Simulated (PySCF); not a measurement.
SMILES c1c[se]c(-c2cc3sccc3s2)c1 (GFN2-xTB optimised geometry):

```
19

C     -3.730     1.365     0.000
C     -3.344     2.667     0.000
Se    -1.500     2.861     0.000
C     -1.414     0.979     0.000
C     -0.169     0.280     0.000
C      1.094     0.815     0.000
C      2.083    -0.180     0.000
S      3.811    -0.186     0.000
C      3.819    -1.919     0.000
C      2.578    -2.472     0.000
C      1.582    -1.478     0.000
S     -0.146    -1.478     0.000
C     -2.672     0.433     0.000
H     -4.763     1.063     0.000
H     -3.987     3.529     0.000
H      1.284     1.875     0.000
H      4.763    -2.425     0.000
H      2.385    -3.529     0.000
H     -2.830    -0.632     0.000
```

Computed with B3LYP/def2-SVP run with PySCF.

Task: What are the frontier orbital energies and the dipole moment?

Result: HOMO-2 -6.79 eV, HOMO-1 -6.36 eV, HOMO -5.43 eV, LUMO -1.67 eV, LUMO+1 -0.13 eV; dipole moment 0.21 D.

On the same geometry PBE/def2-SVP (PySCF) gives HOMO-2 -6.02 eV, HOMO-1 -5.59 eV, HOMO -4.82 eV, LUMO -2.23 eV, LUMO+1 -0.87 eV; dipole moment 0.17 D.

Meta-Löwdin charges at B3LYP/def2-SVP: C1 -0.12, C2 -0.25, Se3 0.29, C4 -0.12, C5 -0.08, C6 -0.15, C7 -0.12, S8 0.24, C9 -0.22, C10 -0.13, C11 -0.12, S12 0.22, C13 -0.14, H14 0.11, H15 0.12, H16 0.11, H17 0.13, H18 0.12, H19 0.11.
